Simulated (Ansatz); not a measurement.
Reactions of C2H7NS2 (`CNCSS`).

Computed with Ansatz on PBE0-D4/def2-TZVP structures; ΔE is electronic, products minus reactants. CBS: MP2 limit from def2 TZ/QZ plus the TZ coupled-cluster correction, frozen cores. This one scheme is used for every species. Functionals use def2-TZVPP. Each species was taken in one conformer, which may not be the lowest.

```json
{"reaction": "`CNCSS` + H–F → `CNCF` + `SS`", "ωB97M-V (kJ/mol)": "21", "r2SCAN-D4 (kJ/mol)": "25", "B2PLYP (kJ/mol)": "19", "CCSD(T)/CBS(def2) (kJ/mol)": "35"}
{"reaction": "`CNCSS` + `CO[SiH2][AlH2]` → `CO[SiH2][AlH][CH3]` + `NCSS`", "ωB97M-V (kJ/mol)": "-68", "r2SCAN-D4 (kJ/mol)": "-71", "B2PLYP (kJ/mol)": "-66", "CCSD(T)/CBS(def2) (kJ/mol)": "-68"}
{"reaction": "`CNCSS` + H₂O → `CNCO` + `SS`", "ωB97M-V (kJ/mol)": "44", "r2SCAN-D4 (kJ/mol)": "50", "B2PLYP (kJ/mol)": "42", "CCSD(T)/CBS(def2) (kJ/mol)": "52"}
{"reaction": "`CNCSS` + `[OH][Al]([F])[Cl]` → `C[O][Al]([F])[Cl]` + `NCSS`", "ωB97M-V (kJ/mol)": "32", "r2SCAN-D4 (kJ/mol)": "33", "B2PLYP (kJ/mol)": "30", "CCSD(T)/CBS(def2) (kJ/mol)": "35"}
```

Largest T1 diagnostic: 0.012, for `CNCSS`.
